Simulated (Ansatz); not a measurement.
`O[SiH](Cl)[SiH2]F` and `O[SiH]([SiH3])Cl` differ in one atom or group.

Ansatz, PBE0-D4/def2-TZVP geometries, multiplicity 1. Each molecule was computed in one conformer, which needn't be the lowest.

```json
{"property": "HOMO energy (PBE0/def2-TZVPP) / eV", "`O[SiH](Cl)[SiH2]F`": "-8.09"}
{"property": "HOMO–LUMO gap (B3LYP/def2-TZVPP) / eV", "`O[SiH](Cl)[SiH2]F`": "6.53"}
{"property": "HOMO–LUMO gap (PBE/def2-TZVPP) / eV", "`O[SiH](Cl)[SiH2]F`": "4.80"}
{"property": "HOMO–LUMO gap (ωB97M-V/def2-TZVPP) / eV", "`O[SiH](Cl)[SiH2]F`": "10.74"}
{"property": "size of the dipole moment (B3LYP/def2-TZVPP) / D", "`O[SiH](Cl)[SiH2]F`": "1.00"}
{"property": "LUMO energy (B3LYP/def2-TZVPP) / eV", "`O[SiH](Cl)[SiH2]F`": "-1.37"}
```

Q: What does the change do to each property? (Estimate.)

A: Ansatz gave: 
```csv
property,`O[SiH]([SiH3])Cl`,shift
HOMO energy (PBE0/def2-TZVPP) / eV,-8.14,-0.05
HOMO–LUMO gap (B3LYP/def2-TZVPP) / eV,7.38,0.85
HOMO–LUMO gap (PBE/def2-TZVPP) / eV,5.72,0.92
HOMO–LUMO gap (ωB97M-V/def2-TZVPP) / eV,11.56,0.82
size of the dipole moment (B3LYP/def2-TZVPP) / D,1.30,0.30
LUMO energy (B3LYP/def2-TZVPP) / eV,-0.56,0.81
```

With PBE0 the HOMO falls by 0.05 eV and the LUMO rises by 0.83 eV, so the gap widens by about 0.88 eV. PBE moves the HOMO by -0.10 eV and ωB97M-V by -0.06 eV. Dipoles are sizes alone; their direction can turn.

B3LYP here is the variant with VWN-RPA as its local correlation; programs differ in this.
